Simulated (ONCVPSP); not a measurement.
Pseudopotential generation for Mo (Z = 42): ONCV, LDA (Perdew-Wang 92), scalar-relativistic.

molybdenum (Mo), optimised norm-conserving Vanderbilt (ONCV), made with ONCVPSP 4.0.1 (LDA (Perdew-Wang 92), scalar-relativistic). Core [Ar] 3d10, reference 4s2 4p6 4d5 5s1. Waves: 4s+5s: rc 1.70 bohr, ncon 4, nbas 9, qcut 8.8 1/bohr, 2 projectors; 4p: rc 2.00 bohr, ncon 4, nbas 7, qcut 5.7 1/bohr, 2 projectors, debl 2.2 Ha; 4d: rc 1.65 bohr, ncon 5, nbas 8, qcut 6.2 1/bohr, 1 projector; f scattering state at 0.4 Ha: rc 1.65 bohr, ncon 4, nbas 8, qcut 6.6 1/bohr, local. Local part: the f channel. Core correction: polynomial model core, fcfact 0.25.

All-electron outer shells of the reference configuration (LDA (PZ), scalar-relativistic, ld1.x):

```tsv
shell	level (eV)	outermost node (bohr)	outermost maximum (bohr)
3d	-221.32	–	0.32
4s	-64.42	0.51	0.99
4p	-38.59	0.52	1.06
5s	-4.33	1.34	2.93
4d	-3.94	0.53	1.38
```

Results:

```json
{
 "Cutoffs needed": "23 Ha and 57 Ha (the cutoffs (Ha) at which the residual kinetic energy of the hardest occupied pseudo-wave falls to 1 and 0.1 mHa per electron)",
 "Ghost test": "no bound ghost flagged; GHOST(+) flagged for s at 514.5 eV",
 "Largest excitation error": "-2.0 meV (all-electron minus pseudo) for 4s2 4p6 4d4 5s0, out of 4 test configurations",
 "rms error of d²Exc/dni dnj": "3.38 mHa without and 0.26 mHa with the model core"
}
```

Generation and tests took about 4.3 s on one core of a shared server CPU.
